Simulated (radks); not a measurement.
All-electron atom: the europium ion Eu2+ in [Xe] 4f5 5f2 (not the ground configuration). Method: scalar-relativistic Kohn-Sham, BLYP, spin-polarised, spherical densities, finite nucleus; open shells are filled with parallel spins first (spin-orbit coupling, left out, can overturn this in heavy ions); Fermi nuclear charge, rms radius 5.1115 fm; computed with a radial shooting solver on a logarithmic mesh with Libxc functionals.

Normalised radial functions P(r) = r R(r), r in bohr:

```
   r/bohr * 5f up (the largest magnitude, 0.501, reaches the edge; | marks zero)
 0.002385                             *
 0.002776                             *
 0.003258                             *
 0.003793                             *
 0.004451                             *
 0.005181                             *
  0.00608                             *
 0.007135                             *
 0.008306                             *
 0.009748                             *
  0.01135                             *
  0.01332                             *
   0.0155                             *
  0.01819                             *
  0.02118                             *
  0.02485                             *
  0.02893                             *
  0.03395                             *
  0.03953                             *
  0.04639                             *
  0.05444                             *
  0.06337                             *
  0.07437                             *
  0.08658                             *
   0.1016                             |*
   0.1183                             |*
   0.1388                             |*
   0.1616                             | *
   0.1896                             |  *
   0.2208                             |   *
   0.2591                             |    *
    0.304                             |     *
   0.3539                             |      *
   0.4153                             |       *
   0.4835                             |       *
   0.5674                             |       *
   0.6605                             |       *
   0.7751                             |     *
   0.9024                             |   *
    1.059                             |*
    1.233                           * |
    1.447                        *    |
    1.684                    *        |
    1.976                *            |
    2.319           *                 |
      2.7        *                    |
    3.169    *                        |
    3.689  *                          |
    4.329  *                          |
    5.039    *                        |
    5.914         *                   |
    6.885              *              |
    8.079                    *        |
    9.405                        *    |
    11.04                           * |
    12.85                            *|
    15.08                             *
```

5f up: eigenvalue -7.507 eV, 1 radial node at r = 1.14 bohr, <r> = 4.59 bohr, 90 % of the charge inside 6.81 bohr.
